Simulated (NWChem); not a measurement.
System: C$_{2}$H$_{3}$B; SMILES BC#C

NWChem printed, in part:

```
             Northwest Computational Chemistry Package (NWChem) 7.3.0
             --------------------------------------------------------

                             Geometry "geometry" -> ""
                             -------------------------

 Output coordinates in angstroms (scale by  1.889725989 to convert to a.u.)

  No.       Tag          Charge          X              Y              Z
 ---- ---------------- ---------- -------------- -------------- --------------
    1 B                    5.0000    -0.00452300    -1.39550800     0.01160300
    2 C                    6.0000    -0.00309300     0.11295400     0.01011800
    3 C                    6.0000    -0.00182700     1.33405000     0.00961300
    4 H                    1.0000    -0.00076300     2.40997700     0.00898100
    5 H                    1.0000     1.04022900    -1.99981700     0.01288100
    6 H                    1.0000    -1.05033000    -1.99798200     0.01099900

 Effective nuclear repulsion energy (a.u.)      46.3537944384

                              NWChem Property Module
                              ----------------------

                                 NWChem DFT Module
                                 -----------------

 Summary of "ao basis" -> "ao basis" (spherical)
 ------------------------------------------------------------------------------
       Tag                 Description            Shells   Functions and Types
 ---------------- ------------------------------  ------  ---------------------
 B                         def2-svpd                 8       20   4s2p2d
 C                         def2-svpd                 8       20   4s2p2d
 H                         def2-svpd                 4        8   2s2p

            General Information
            -------------------
          SCF calculation type: DFT
          Wavefunction type:  closed shell.
          No. of atoms     :     6
          No. of electrons :    20
           Alpha electrons :    10
            Beta electrons :    10
          Charge           :     0
          Spin multiplicity:     1
          Use of symmetry is: off; symmetry adaption is: off
          Maximum number of iterations: 150
          AO basis - number of functions:    84
                     number of shells:    36
          Convergence on energy requested:  1.00D-06
          Convergence on density requested:  1.00D-05
          Convergence on gradient requested:  5.00D-04

              XC Information
              --------------
                         PBE0 Method XC Functional
                     Hartree-Fock (Exact) Exchange  0.250
          PerdewBurkeErnzerhof Exchange Functional  0.750
            Perdew 1991 LDA Correlation Functional  1.000 local
           PerdewBurkeErnz. Correlation Functional  1.000 non-local

             Grid Information
             ----------------
          Grid used for XC integration:  medium
          Radial quadrature: Mura-Knowles
          Angular quadrature: Lebedev.
          Tag              B.-S. Rad. Rad. Pts. Rad. Cut. Ang. Pts.
          ---              ---------- --------- --------- ---------
          B                   0.85       49          11.0       434
          C                   0.70       49          11.0       434
          H                   0.35       45          12.0       434
          Grid pruning is: on
          Number of quadrature shells:   282
          Spatial weights used:  Erf1

      Superposition of Atomic Density Guess
      -------------------------------------

 Sum of atomic energies:        -101.25209788

      Non-variational initial energy
      ------------------------------

 Total energy =    -102.536669
 1-e energy   =    -225.553573
 2-e energy   =      76.663110
 HOMO         =      -0.329223
 LUMO         =      -0.084964

   convergence    iter        energy       DeltaE   RMS-Dens  Diis-err
 ---------------- ----- ----------------- --------- --------- ---------
 d= 0,ls=0.0,diis     1   -102.5290277463 -1.49D+02  1.72D-02  2.24D-01
 d= 0,ls=0.0,diis     2   -102.5437290355 -1.47D-02  5.70D-03  1.39D-01
 d= 0,ls=0.0,diis     3   -102.5514916331 -7.76D-03  2.74D-03  8.06D-02
 d= 0,ls=0.0,diis     4   -102.5613202701 -9.83D-03  8.79D-04  5.29D-03
 d= 0,ls=0.0,diis     5   -102.5621234266 -8.03D-04  1.96D-04  1.19D-04
  Resetting Diis
 d= 0,ls=0.0,diis     6   -102.5621425134 -1.91D-05  5.63D-05  3.65D-06
 d= 0,ls=0.0,diis     7   -102.5621431273 -6.14D-07  1.02D-05  1.04D-07
 d= 0,ls=0.0,diis     8   -102.5621430861  4.12D-08  5.60D-06  4.30D-07

         Total DFT energy =     -102.562143086053
      One electron energy =     -227.960358212525
           Coulomb energy =       94.772908339751
    Exchange-Corr. energy =      -15.728487651657
 Nuclear repulsion energy =       46.353794438378

 Numeric. integr. density =       20.000000667171

                       DFT Final Molecular Orbital Analysis
                       ------------------------------------

[...]

 DFT Linear Response polarizability / au
 Frequency  =       0.0428000 / au
 Wavelength =    1064.5643224 / nm
              X              Y              Z
 -----------------------------------------------
 X      30.9367905      0.0288786      0.0037565
 Y       0.0288787     59.9640468     -0.0219916
 Z       0.0037565     -0.0219867     26.7393527
 -----------------------------------------------
 Eigenvalues =      30.9367652     59.9640901     26.7393348
 Isotropic   =      39.2133967
 Anisotropic =      31.3375843
 -----------------------------------------------

 Magnetic Dipole Response Matrix (nonzero elements):

 Exiting AOResponse driver routine
```

Level: PBE0/def2-SVPD. All runs use the structure optimised with PBE0/def2-SVP.

Q: Reconstruct the input file.

A: Several could match; the one computed here: the input that was run:
```
start job
memory heap 200 mb stack 900 mb global 1100 mb
geometry units angstroms noautosym nocenter noautoz
  B     -0.004523    -1.395508     0.011603
  C     -0.003093     0.112954     0.010118
  C     -0.001827     1.334050     0.009613
  H     -0.000763     2.409977     0.008981
  H      1.040229    -1.999817     0.012881
  H     -1.050330    -1.997982     0.010999
end
basis spherical
  B library def2-svpd
  C library def2-svpd
  H library def2-svpd
end
dft
  xc pbe0
  iterations 150
end
property
  response 1 0.0428
end
task dft property
```
